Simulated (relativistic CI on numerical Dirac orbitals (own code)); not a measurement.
**Tc2+: what numerical and physical settings do to a radial Dirac CI calculation**

Reference input:

```
atom Tc  Z=43  charge=2  electrons=41
nucleus A=97  rms_radius_fm=4.4112
hamiltonian dirac-coulomb  breit=on  qed=on  c_scale=1
orbitals kli  potential=per-configuration
slater_scale 1
correlation none
mixing on
grid step=0.0125 r_max=67.1
scf mixing=0.4 start=green max_iterations=150 tolerance=2e-08 node_fill=0.05
configurations
  [Kr] 4d5
  [Kr] 4d4 5s
  [Kr] 4d4 5p
  [Kr] 4d3 5s2
end
```

Computed lowest total energy -4279.16308 Ha, first excitation 23507.0 cm⁻¹, 46 SCF steps. Runs with settings changed; * marks those that are bad on purpose:

| Changed | Outcome | Lowest level | ΔE (Ha) | First excitation (cm⁻¹) | SCF steps | Message |
| --- | --- | --- | --- | --- | --- | --- |
| iteration limit 30, SCF tolerance 1e-05 | converged | 4d5 6S_5/2 | -3.27e-07 | 23507.0 | 36 |  |
| QED terms off, Breit term off, start potential bare | converged | 4d5 6S_5/2 | -4.39 | 23488.4 | 67 |  |
| Breit term off | converged | 4d5 6S_5/2 | -2.63 | 23488.0 | 46 |  |
| nuclear radius 3.9701 fm, QED terms off | converged | 4d5 6S_5/2 | -1.77 | 23507.3 | 46 |  |
| nuclear radius 44.1117 fm * | converged | 4d5 6S_5/2 | 4.69 | 23516.0 | 46 |  |
| SCF tolerance 0.3 * | converged | 4d5 6S_5/2 | 0.0734 | 22629.1 | 12 |  |

With so few configurations and no correlation, terms lie too far apart (by 10 to 50 % near neutrality), their order can be wrong, and levels of other configurations are missing.
